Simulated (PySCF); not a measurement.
**HInO + Cl₂ → InOCl + HCl**

Level: PBE0 in the def2-TZVP basis family, computed in PySCF with density fitting; scalar-relativistic core potentials for atoms from Rb on, none lighter, no spin–orbit coupling; open shells unrestricted.

| species | state and structure | E (Eh) | ZPE (kJ/mol) | H(298 K) − H(0) (kJ/mol) | S° (J/(mol K)) |
| --- | --- | --- | --- | --- | --- |
| HInO | singlet, C∞v, In–H 1.664 Å, In–O 1.818 Å; H–In–O 180.0° | -265.85346 | 22.4 | 10.1 | 238.1 |
| Cl₂ | singlet, D∞h, Cl–Cl 1.982 Å | -920.08940 | 3.5 | 9.1 | 222.5 |
| InOCl | singlet, C∞v, In–Cl 2.267 Å, In–O 1.825 Å; Cl–In–O 180.0° | -725.37564 | 8.8 | 13.3 | 276.1 |
| HCl | singlet, C∞v, H–Cl 1.279 Å | -460.66440 | 17.9 | 8.7 | 186.6 |

What is the electronic reaction energy?

At PBE0/def2-TZVP, ΔE = -255.1 kJ/mol from the differences of the total energies times 2625.5, downhill. 

Add zero-point, thermal and entropy terms for 298.15 K and 1 bar.

ΔZPE = 0.8 and Δ[H(298) − H(0)] = 2.8 kJ/mol give ΔH° = -251.5 kJ/mol. ΔS° = 2.1 J/(mol K), so ΔG° = -251.5 − 298.15 × (0.0021) = -252 kJ/mol.

The structures come from searches over a few start shapes, so lower isomers are not excluded.
